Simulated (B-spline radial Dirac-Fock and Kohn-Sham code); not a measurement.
**Kohn-Sham estimates against Dirac-Fock for the levels of Au⁷⁺**

System: the Au⁷⁺ ion, configuration [Xe] 4f14 5d4.

The density-functional columns are spherical, spin-unpolarised Dirac-Kohn-Sham results without Breit or QED terms: −ε is minus the orbital energy of the initial state and ΔSCF the difference of two total energies. The reference in the last column comes from relaxed Dirac-Fock hole states (ΔSCF) with Breit and QED corrections and a finite nucleus. All numbers are from an atomic code on a B-spline grid, in eV; a selection of levels is shown. For the 1s level of heavy atoms much of the gap between ΔSCF and the reference is the Breit and QED part, -435.2 eV here; for other levels the error of the functional can be larger.

| level | PBE −ε | PBE ΔSCF | LDA −ε | LDA ΔSCF | Dirac-Fock |
| --- | --- | --- | --- | --- | --- |
| K (1s) | 80719.5 | 81333.9 | 80655.0 | 81267.2 | 80843.2 |
| L1 (2s) | 14322.4 | 14438.6 | 14312.8 | 14429.4 | 14485.3 |
| L2 (2p1/2) | 13743.0 | 13892.7 | 13738.6 | 13888.4 | 13857.9 |
| L3 (2p3/2) | 11907.6 | 12033.6 | 11905.1 | 12031.3 | 12043.2 |
| M1 (3s) | 3463.5 | 3500.1 | 3460.9 | 3497.7 | 3556.6 |
| M2 (3p1/2) | 3202.0 | 3241.4 | 3201.0 | 3240.5 | 3277.6 |
| M3 (3p3/2) | 2796.9 | 2832.5 | 2796.5 | 2832.1 | 2872.6 |
| M4 (3d3/2) | 2361.4 | 2403.7 | 2361.7 | 2404.0 | 2415.3 |
| M5 (3d5/2) | 2274.3 | 2315.3 | 2274.6 | 2315.6 | 2329.8 |
| N1 (4s) | 836.6 | 855.4 | 835.4 | 854.2 | 890.0 |
| N2 (4p1/2) | 724.9 | 743.6 | 724.4 | 743.1 | 770.6 |
| N3 (4p3/2) | 627.7 | 645.5 | 627.1 | 644.9 | 673.0 |
| N4 (4d3/2) | 444.6 | 462.2 | 444.6 | 462.2 | 477.4 |
| N5 (4d5/2) | 426.4 | 443.8 | 426.4 | 443.8 | 459.2 |
| N6 (4f5/2) | 191.4 | 208.2 | 191.8 | 208.6 | 206.7 |
| N7 (4f7/2) | 187.5 | 204.2 | 188.0 | 204.6 | 203.1 |
| O1 (5s) | 213.5 | 224.7 | 213.9 | 225.0 | 230.7 |
| O2 (5p1/2) | 176.2 | 186.8 | 176.6 | 187.3 | 187.8 |
| O3 (5p3/2) | 158.2 | 168.2 | 158.4 | 168.5 | 169.6 |
| O4,5 (5d) | 103.0 | 111.7 | 103.3 | 112.0 | 110.5 |

Question: Order the estimates of the K (1s) level by their distance from the Dirac-Fock value, nearest first.
A. PBE ΔSCF
B. LDA ΔSCF
C. PBE −ε
D. LDA −ε

Answer: C (123.8 eV), D (188.2 eV), B (424.0 eV), A (490.6 eV).

An eigenvalue near the reference for a deep level is a cancellation of errors: it lacks relaxation, carries self-interaction and omits Breit and QED terms.

Values without a named source are computed, but for edge energies of neutral atoms, which are taken from tables.
